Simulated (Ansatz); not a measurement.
Reaction (cleavage of the Si–Si bond): `O[Si]([SiH3])(Cl)Cl` + `[OH][Sn][OH]` → `[OH][Sn][O][SiH3]` + `O[SiH](Cl)Cl`

Program: Ansatz. Geometries: PBE0-D4/def2-TZVP. ΔE: electronic, gas phase. CBS: MP2 limit from def2 TZ/QZ plus the TZ coupled-cluster correction, frozen cores. This one scheme is used for every species. DFT in def2-TZVPP. Elements past krypton have def2 core potentials. For Sn outer-core shells are correlated without core-valence functions, which leaves a few kJ/mol of doubt a bond. Each species was taken in one conformer, which may not be the lowest.

`O[Si]([SiH3])(Cl)Cl`:

Z-matrix (Å, degrees):
```
Si
Si 1 2.329
Cl 1 2.055 2 110.7
O 1 1.628 2 109.0 3 121.2
Cl 1 2.055 2 110.7 3 -117.6
H 2 1.485 1 108.0 3 58.7
H 2 1.485 1 109.3 3 -61.0
H 2 1.485 1 109.3 3 178.3
H 4 0.960 1 119.1 2 179.8
```

`[OH][Sn][OH]`:

```xyz
5

O     0.175    1.160    0.124
Sn   -0.391   -0.254   -1.152
O    -0.134   -1.664    0.195
H     0.179    2.063   -0.202
H     0.171   -1.306    1.036
```

`[OH][Sn][O][SiH3]`:

Cartesian coordinates in Å:
```
O 1.639 -0.585 -1.734
Sn -0.251 -0.910 -2.191
O -1.050 -0.274 -0.485
Si -0.642 0.346 0.964
H 1.810 -0.220 -0.860
H -1.127 -0.530 2.064
H 0.843 0.468 1.104
H -1.222 1.705 1.136
```

`O[SiH](Cl)Cl`:

```xyz
6

O     0.555   -0.962    0.750
Si   -0.227   -0.004   -0.298
Cl    1.076    1.184   -1.327
Cl   -1.544    1.223    0.664
H     1.088   -0.566    1.443
H    -0.949   -0.875   -1.231
```

```json
{"level": "BLYP-D4", "ΔE (kcal/mol)": "-23.3", "difference from CCSD(T)/CBS": "2.4"}
{"level": "PBE0-D4", "ΔE (kcal/mol)": "-21.5", "difference from CCSD(T)/CBS": "4.2"}
{"level": "r2SCANh", "ΔE (kcal/mol)": "-24.4", "difference from CCSD(T)/CBS": "1.3"}
{"level": "r2SCAN0", "ΔE (kcal/mol)": "-25.1", "difference from CCSD(T)/CBS": "0.6"}
{"level": "HF/def2-SVP", "ΔE (kcal/mol)": "-31.7", "difference from CCSD(T)/CBS": "-6.0"}
{"level": "HF/def2-TZVPP", "ΔE (kcal/mol)": "-32.4", "difference from CCSD(T)/CBS": "-6.7"}
{"level": "MP2/def2-TZVPP", "ΔE (kcal/mol)": "-27.7", "difference from CCSD(T)/CBS": "-2.0"}
{"level": "SCS-MP2/def2-TZVPP", "ΔE (kcal/mol)": "-28.9", "difference from CCSD(T)/CBS": "-3.2"}
{"level": "MP2/CBS(def2)", "ΔE (kcal/mol)": "-27.2", "difference from CCSD(T)/CBS": "-1.5"}
{"level": "CCSD/CBS(def2)", "ΔE (kcal/mol)": "-26.6", "difference from CCSD(T)/CBS": "-0.9"}
{"level": "CCSD(T)/CBS", "ΔE (kcal/mol)": "-25.7", "difference from CCSD(T)/CBS": "0"}
```

Largest T1 diagnostic among the species: 0.018.

Leaving LDA and LC-ωPBE aside and taking each functional with its dispersion term where it has one, the values, not all of them listed here, spread over 9.1 kcal/mol, from BHLYP-D4 to revPBE-D4. From r2SCAN to r2SCAN0 (25 % exact exchange), in def2-TZVPP and without D4, ΔE moves by −1.2 kcal/mol. At CCSD(T), def2-SVP lies −1.1 kcal/mol from the extrapolated value and def2-TZVPP −0.5 kcal/mol.
